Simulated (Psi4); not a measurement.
Cl₂Mg (SMILES [Cl][Mg][Cl]), singlet, geometry from GFN2-xTB (such geometries of metal compounds can be far from the true shape); BHHLYP/def2-SVP (Psi4).

The Psi4 input:
```
memory 2 GB

molecule mol {
0 1
  Mg    0.193997    0.278208    0.272822
  Cl    1.387431    0.247934   -1.484504
  Cl   -1.524370   -0.444316    1.291924
}

set basis def2-svp
set reference rks
set scf_type pk
set puream true
set d_convergence 1e-8
set dft_radial_points 99
set dft_spherical_points 590

energy('bhhlyp')
print_variables()
```

Question: Write the output that Psi4 gives for this input, abridged.

Answer: 
```
   => Loading Basis Set <=

    Name: DEF2-SVP
    Role: ORBITAL
    Keyword: BASIS

         ---------------------------------------------------------
                                   SCF
               by Justin Turney, Rob Parrish, Andy Simmonett
                          and Daniel G. A. Smith
                              RKS Reference
         ---------------------------------------------------------

  ==> Geometry <==

    Molecular point group: cs
    Full point group: Cs

    Geometry (in Angstrom), charge = 0, multiplicity = 1:

       Center              X                  Y                   Z               Mass
    ------------   -----------------  -----------------  -----------------  -----------------
         MG          -0.322458760026     0.297181200239     0.000000000000    23.985041697000
         CL          -1.272743786015    -1.602912025656     0.000000000000    34.968852682000
         CL           1.493917379417     1.399076242306     0.000000000000    34.968852682000

  Running in cs symmetry.

  Rotational constants: A =      2.72161  B =      0.05785  C =      0.05665 [cm^-1]
  Rotational constants: A =  81591.76846  B =   1734.30460  C =   1698.20771 [MHz]
  Nuclear repulsion =  139.088064051465608

  Charge       = 0
  Multiplicity = 1
  Electrons    = 46
  Nalpha       = 23
  Nbeta        = 23

  ==> Algorithm <==

  SCF Algorithm Type is PK.
  DIIS enabled.
  MOM disabled.
  Fractional occupation disabled.
  Guess Type is SAD.
  Energy threshold   = 1.00e-06
  Density threshold  = 1.00e-08
  Integral threshold = 1.00e-12

  ==> Primary Basis <==

  Basis Set: DEF2-SVP
    Blend: DEF2-SVP
    Number of shells: 24
    Number of basis functions: 54
    Number of Cartesian functions: 57
    Spherical Harmonics?: true
    Max angular momentum: 2

  ==> DFT Potential <==

   => LibXC <=

    Version 7.1.2
    S. Lehtola, C. Steigemann, M. J. T. Oliveira, and M. A. L. Marques,  SoftwareX 7, 1–5 (2018) (10.1016/j.softx.2017.11.002)

   => Composite Functional: BHANDHLYP <=

    BHandHLYP Hyb-GGA Exchange-Correlation Functional

    A. D. Becke,  J. Chem. Phys. 98, 1372 (1993) (10.1063/1.464304)
    Defined through Gaussian implementation.

    Deriv               =              1
    GGA                 =           TRUE
    Meta                =          FALSE

    Exchange Hybrid     =           TRUE
    MP2 Hybrid          =          FALSE

   => Exchange Functionals <=

    0.5000         Becke 88

[...]
   @RKS iter   4: -1120.27095816076417   -1.76970e-04   7.43133e-05 DIIS
   @RKS iter   5: -1120.27096468727700   -6.52651e-06   6.49505e-06 DIIS
   @RKS iter   6: -1120.27096479639135   -1.09114e-07   1.20760e-06 DIIS
   @RKS iter   7: -1120.27096479986653   -3.47518e-09   2.07374e-07 DIIS
   @RKS iter   8: -1120.27096479997181   -1.05274e-10   6.24463e-08 DIIS
   @RKS iter   9: -1120.27096479997817   -6.36646e-12   5.44275e-09 DIIS
  Energy and wave function converged.

  ==> Post-Iterations <==

   Electrons on quadrature grid:
      Ntotal   =   46.0000032781 ; deviation = 3.278e-06

    Orbital Energies [Eh]
    ---------------------

    Doubly Occupied:

[...]
    Virtual:

[...]
      39Ap     1.380964

    Final Occupation by Irrep:
             Ap   App
    DOCC [    18,    5 ]
    NA   [    18,    5 ]
    NB   [    18,    5 ]

  @RKS Final Energy: -1120.27096479997817

   => Energetics <=

    Nuclear Repulsion Energy =            139.0880640514656079
    One-Electron Energy =               -1828.1932114811304473
    Two-Electron Energy =                 606.3381229027124846
    DFT Exchange-Correlation Energy =     -37.5039402730259255
    Empirical Dispersion Energy =           0.0000000000000000
    VV10 Nonlocal Energy =                  0.0000000000000000
    Total Energy =                      -1120.2709647999781737

Computation Completed

Properties will be evaluated at   0.000000,   0.000000,   0.000000 [a0]

Properties computed using the SCF density matrix

 Multipole Moments:

 ------------------------------------------------------------------------------------
     Multipole            Electronic (a.u.)      Nuclear  (a.u.)        Total (a.u.)
 ------------------------------------------------------------------------------------

 L = 1.  Multiply by 2.5417464519 to convert [e a0] to [Debye]
 Dipole X            :         -0.6348806           -0.2070271           -0.8419077
 Dipole Y            :          0.5851124            0.1907983            0.7759106
 Dipole Z            :          0.0000000            0.0000000            0.0000000
 Magnitude           :                                                    1.1449218

 ------------------------------------------------------------------------------------

  Variable Map:
  ----------------------------------------------------------------------------
[...]
  Array Variable Map:
  ----------------------------------------------------------------------------
[...]
[...]
```
